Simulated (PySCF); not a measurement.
C5H4O2. Atoms are numbered in the order given.

```xyz
11

C      0.9559     1.8673     0.0000
C      0.5248     0.5957     0.0000
O      1.3785    -0.4971     0.0000
C      0.5874    -1.6139     0.0000
C     -0.7503    -1.3671     0.0000
C     -0.9067     0.0967     0.0000
O     -1.9122     0.7976     0.0000
H      0.1912     2.6575     0.0000
H      2.0235     2.1271     0.0000
H      1.1478    -2.5583     0.0000
H     -1.5603    -2.1031     0.0000
```
Charge 0, spin multiplicity 1.

Geometry: PBE-D3(BJ)/def2-SVP.

Computed with PBE-D3(BJ)/def2-SVP (PySCF).

Frequencies are harmonic and unscaled.

```json
[
 {"mode": "1", "ν (cm⁻¹)": "164", "IR (km/mol)": "5.3", "moving atoms (share of kinetic energy)": "C 46 %, O 41 %, H 14 %"},
 {"mode": "2", "ν (cm⁻¹)": "272", "IR (km/mol)": "5.0", "moving atoms (share of kinetic energy)": "C 39 %, O 34 %, H 27 %"},
 {"mode": "3", "ν (cm⁻¹)": "312", "IR (km/mol)": "1.6", "moving atoms (share of kinetic energy)": "C 65 %, H 20 %, O 15 %"},
 {"mode": "4", "ν (cm⁻¹)": "491", "IR (km/mol)": "4.7", "moving atoms (share of kinetic energy)": "C 44 %, O 35 %, H 21 %"},
 {"mode": "5", "ν (cm⁻¹)": "502", "IR (km/mol)": "5.0", "moving atoms (share of kinetic energy)": "C 46 %, H 34 %, O 20 %"},
 {"mode": "6", "ν (cm⁻¹)": "611", "IR (km/mol)": "6.6", "moving atoms (share of kinetic energy)": "O 48 %, C 46 %"},
 {"mode": "7", "ν (cm⁻¹)": "725", "IR (km/mol)": "0.4", "moving atoms (share of kinetic energy)": "H 58 %, C 35 %"},
 {"mode": "8", "ν (cm⁻¹)": "736", "IR (km/mol)": "4.8", "moving atoms (share of kinetic energy)": "H 70 %, C 24 %"},
 {"mode": "9", "ν (cm⁻¹)": "754", "IR (km/mol)": "1.3", "moving atoms (share of kinetic energy)": "C 61 %, H 21 %, O 18 %"},
 {"mode": "10", "ν (cm⁻¹)": "809", "IR (km/mol)": "19.5", "moving atoms (share of kinetic energy)": "C 71 %, O 20 %, H 10 %"},
 {"mode": "11", "ν (cm⁻¹)": "809", "IR (km/mol)": "46.8", "moving atoms (share of kinetic energy)": "C 58 %, H 38 %"},
 {"mode": "12", "ν (cm⁻¹)": "878", "IR (km/mol)": "13.3", "moving atoms (share of kinetic energy)": "H 45 %, O 28 %, C 27 %"},
 {"mode": "13", "ν (cm⁻¹)": "883", "IR (km/mol)": "28.4", "moving atoms (share of kinetic energy)": "H 69 %, C 31 %"},
 {"mode": "14", "ν (cm⁻¹)": "908", "IR (km/mol)": "0.0", "moving atoms (share of kinetic energy)": "H 70 %, C 30 %"},
 {"mode": "15", "ν (cm⁻¹)": "1021", "IR (km/mol)": "28.5", "moving atoms (share of kinetic energy)": "H 53 %, O 24 %, C 23 %"},
 {"mode": "16", "ν (cm⁻¹)": "1061", "IR (km/mol)": "11.1", "moving atoms (share of kinetic energy)": "C 62 %, H 29 %, O 9 %"},
 {"mode": "17", "ν (cm⁻¹)": "1162", "IR (km/mol)": "83.0", "moving atoms (share of kinetic energy)": "H 51 %, O 25 %, C 24 %"},
 {"mode": "18", "ν (cm⁻¹)": "1241", "IR (km/mol)": "156.4", "moving atoms (share of kinetic energy)": "C 78 %, O 13 %, H 9 %"},
 {"mode": "19", "ν (cm⁻¹)": "1314", "IR (km/mol)": "2.6", "moving atoms (share of kinetic energy)": "H 54 %, C 40 %"},
 {"mode": "20", "ν (cm⁻¹)": "1337", "IR (km/mol)": "40.5", "moving atoms (share of kinetic energy)": "H 72 %, C 27 %"},
 {"mode": "21", "ν (cm⁻¹)": "1579", "IR (km/mol)": "91.3", "moving atoms (share of kinetic energy)": "C 87 %, H 11 %"},
 {"mode": "22", "ν (cm⁻¹)": "1684", "IR (km/mol)": "50.4", "moving atoms (share of kinetic energy)": "C 91 %"},
 {"mode": "23", "ν (cm⁻¹)": "1761", "IR (km/mol)": "165.1", "moving atoms (share of kinetic energy)": "C 69 %, O 30 %"},
 {"mode": "24", "ν (cm⁻¹)": "3100", "IR (km/mol)": "0.7", "moving atoms (share of kinetic energy)": "H 95 %"},
 {"mode": "25", "ν (cm⁻¹)": "3172", "IR (km/mol)": "1.2", "moving atoms (share of kinetic energy)": "H 91 %, C 9 %"},
 {"mode": "26", "ν (cm⁻¹)": "3211", "IR (km/mol)": "1.3", "moving atoms (share of kinetic energy)": "H 90 %, C 10 %"},
 {"mode": "27", "ν (cm⁻¹)": "3215", "IR (km/mol)": "0.9", "moving atoms (share of kinetic energy)": "H 89 %, C 11 %"}
]
```
